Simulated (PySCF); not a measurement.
Delta-SCF ions had no search for a lower state. Excitations are Tamm–Dancoff values on a coarser integration grid. The basis has no diffuse functions, so Rydberg states are missing or too high.

C2H2S, SMILES `C#CS` (charge 0, multiplicity 1)

These are PBE-D3(BJ)/def2-TZVP // B3LYP-D3(BJ)/def2-TZVP in PySCF 2.14.0 values and carry that method's errors.

```json
{
 "HOMO": "-5.83 eV",
 "dipole_moment": "0.173 e·Å",
 "LUMO": "-1.30 eV",
 "HOMO–LUMO gap": "4.53 eV",
 "S1 excitation (TDA)": "4.63 eV",
 "S1 oscillator strength": "0.000",
 "T1 excitation (TDA)": "4.25 eV",
 "S1–T1 gap (TDA)": "0.38 eV",
 "vertical ionisation energy (Delta-SCF)": "9.19 eV",
 "total_energy": "-475.2971 Ha",
 "cost": "about 26 core-seconds (a rough figure)"
}
```

Bond lengths (Å): C1–C2 1.203, C1–H4 1.062, C2–S3 1.687, S3–H5 1.347. Bond angles (°): C2–C1–H4 179.3, C1–C2–S3 175.0, C2–S3–H5 97.0.
